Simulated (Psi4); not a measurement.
C2H7O (SMILES C[OH+]C), charge +1, singlet, geometry from GFN2-xTB; MP3/STO-3G in Psi4 1.11.

Here is a job for Psi4.
```
memory 2 GB

molecule {
1 1
  C     1.10967298    0.54922356    0.04860559
  O     0.03350020   -0.26768774   -0.47828916
  C    -1.16420259   -0.25473849    0.33929896
  H     1.40258613    0.23749568    1.05185818
  H     0.76404907    1.58231963    0.06944989
  H     1.95603381    0.47188039   -0.63243928
  H     0.34834441   -1.19130007   -0.56990702
  H    -1.90557419   -0.89344774   -0.13876942
  H    -1.53957651    0.76783903    0.36394651
  H    -0.96668669   -0.60019546    1.35474718
}

set basis sto-3g

energy('mp3')
print_variables()
```

What the program printed (banner, timings and long lists left out):

```
    Information: MP3 default algorithm changed to DF in August 2020. Use `set mp_type conv` for previous behavior.
    For method 'MP3', SCF Algorithm Type (re)set to DISK_DF.

   => Loading Basis Set <=

    Name: STO-3G
    Role: ORBITAL
    Keyword: BASIS

         ---------------------------------------------------------
                                   SCF
               by Justin Turney, Rob Parrish, Andy Simmonett
                          and Daniel G. A. Smith
                              RHF Reference
         ---------------------------------------------------------

  ==> Geometry <==

    Molecular point group: c1
    Full point group: C1

    Geometry (in Angstrom), charge = 1, multiplicity = 1:

       Center              X                  Y                   Z               Mass
    ------------   -----------------  -----------------  -----------------  -----------------
         C            1.110924495092     0.557093942504     0.080162116961    12.000000000000
         O            0.034751715092    -0.259817357496    -0.446732633039    15.994914619570
         C           -1.162951074908    -0.246868107496     0.370855486961    12.000000000000
         H            1.403837645092     0.245366062504     1.083414706961     1.007825032230
         H            0.765300585092     1.590190012504     0.101006416961     1.007825032230
         H            1.957285325092     0.479750772504    -0.600882753039     1.007825032230
         H            0.349595925092    -1.183429687496    -0.538350493039     1.007825032230
         H           -1.904322674908    -0.885577357496    -0.107212893039     1.007825032230
         H           -1.538324994908     0.775709412504     0.395503036961     1.007825032230
         H           -0.965435174908    -0.592325077496     1.386303706961     1.007825032230

  Running in c1 symmetry.

  Rotational constants: A =      1.14318  B =      0.31227  C =      0.27503 [cm^-1]
  Rotational constants: A =  34271.68609  B =   9361.67718  C =   8245.27940 [MHz]
  Nuclear repulsion =   91.192604224837623

  Charge       = 1
  Multiplicity = 1
  Electrons    = 26
  Nalpha       = 13
  Nbeta        = 13

  ==> Algorithm <==

  SCF Algorithm Type is DISK_DF.
  DIIS enabled.
  MOM disabled.
  Fractional occupation disabled.
  Guess Type is SAD.
  Energy threshold   = 1.00e-08
  Density threshold  = 1.00e-08
  Integral threshold = 1.00e-12

  ==> Primary Basis <==

  Basis Set: STO-3G
    Blend: STO-3G
    Number of shells: 16
    Number of basis functions: 22
    Number of Cartesian functions: 22
    Spherical Harmonics?: true
    Max angular momentum: 1

   => Loading Basis Set <=

    Name: (STO-3G AUX)
    Role: JKFIT
    Keyword: DF_BASIS_SCF

  ==> Integral Setup <==

  ==> DiskDFJK: Density-Fitted J/K Matrices <==

    J tasked:                  Yes
    K tasked:                  Yes
    wK tasked:                  No
    Integrals threads:           1
    Algorithm:                Core
    Integral Cache:           SAVE
    Schwarz Cutoff:          1E-12
    Fitting Condition:       1E-10

   => Auxiliary Basis Set <=

  Basis Set: (STO-3G AUX)
    Blend: DEF2-UNIVERSAL-JKFIT
    Number of shells: 117
    Number of basis functions: 353
    Number of Cartesian functions: 411
    Spherical Harmonics?: true
    Max angular momentum: 4

  Minimum eigenvalue in the overlap matrix is 2.3151345885E-01.
  Reciprocal condition number of the overlap matrix is 9.6343325491E-02.
    Using symmetric orthogonalization.

  ==> Pre-Iterations <==

  SCF Guess: Superposition of Atomic Densities via on-the-fly atomic UHF (no occupation information).

   -------------------------
    Irrep   Nso     Nmo
   -------------------------
     A         22      22
   -------------------------
    Total      22      22
   -------------------------

  ==> Iterations <==

                           Total Energy        Delta E     RMS |[F,P]|

[...]
  @DF-RHF Final Energy:  -152.52131781143328
    Total Energy =                       -152.5213178114332777
  DIE_IF_NOT_CONVERGED          => (empty)
[...]
  PE                            => (empty)
  PPL_TYPE                      => (empty)
  PRINT                         => (empty)
  PRINT_NOONS                   => (empty)
  PROPERTIES                    => (empty)
  PROPERTIES_ORIGIN             => (empty)
  PUREAM                        => (empty)
  QCHF                          => (empty)
  QC_MODULE                     => (empty)
  RAS1                          => (empty)
  RAS2                          => (empty)
  RAS3                          => (empty)
  RAS4                          => (empty)
  READ_SCF_3INDEX               => (empty)
  REGULARIZATION                => (empty)
  REG_PARAM                     => (empty)
  RELATIVISTIC                  => (empty)
  REMP_A                        => (empty)
  RESTRICTED_DOCC               => (empty)
  RESTRICTED_UOCC               => (empty)
  RMS_MOGRAD_CONVERGENCE        => (empty)
  R_CONVERGENCE                 => (empty)
  SCF_TYPE                      => DISK_DF         !
  SCREENING                     => (empty)
  SCS_TYPE                      => (empty)
  SOCC                          => (empty)
  SOS_TYPE                      => (empty)
  TRIPLES_IABC_TYPE             => (empty)
  WFN                           => (empty)
  WFN_TYPE                      => DF-OMP3         !
  WRITER_FILE_LABEL             => (empty)
  ZORA_BASIS_TOLERANCE          => (empty)
  ZORA_NR_DEBUG                 => (empty)
  ZORA_PRUNING_SCHEME           => (empty)
  ZORA_RADIAL_POINTS            => (empty)
  ZORA_SPHERICAL_POINTS         => (empty)

	For this residual convergence, default PCG convergence is:     1.00e-07
	For this energy convergence, default residual convergence is:     3.16e-07

 ==============================================================================
 ==============================================================================
 ==============================================================================

                     DF-MP3
              Program Written by Ugur Bozkaya
              Latest Revision September 9, 2017

 ==============================================================================
 ==============================================================================
 ==============================================================================

	MO spaces...

	 FC   OCC   VIR   FV
	----------------------
	  0   13     9    0

	Number of basis functions in the DF-CC basis: 242

	Total memory requirement for DF+CC int:      1.10 MB

	Computing DF-MP2 energy ...
	=======================================================================
	Nuclear Repulsion Energy (a.u.)    :    91.19260422483762
	DF-HF Energy (a.u.)                :  -152.52131781143328
	REF Energy (a.u.)                  :  -152.52131781143328
	DF-MP2 Correlation Energy (a.u.)   :    -0.15133829305688
	DF-MP2 Total Energy (a.u.)         :  -152.67265610449016
	=======================================================================

	=======================================================================
	================ MP3 FINAL RESULTS ====================================
	=======================================================================
	Nuclear Repulsion Energy (a.u.)    :    91.19260422483762
	SCF Energy (a.u.)                  :  -152.52131781143328
	REF Energy (a.u.)                  :  -152.52131781143328
	3rd Order Energy (a.u.)            :    -0.03268412519142
	DF-MP2.5 Correlation Energy (a.u.) :    -0.16768035565259
	DF-MP2.5 Total Energy (a.u.)       :  -152.68899816708586
	DF-MP3 Correlation Energy (a.u.)   :    -0.18402241824830
	DF-MP3 Total Energy (a.u.)         :  -152.70534022968158
	=======================================================================

  Variable Map:
  ----------------------------------------------------------------------------
[...]
  Array Variable Map:
  ----------------------------------------------------------------------------
[...]
[...]
```
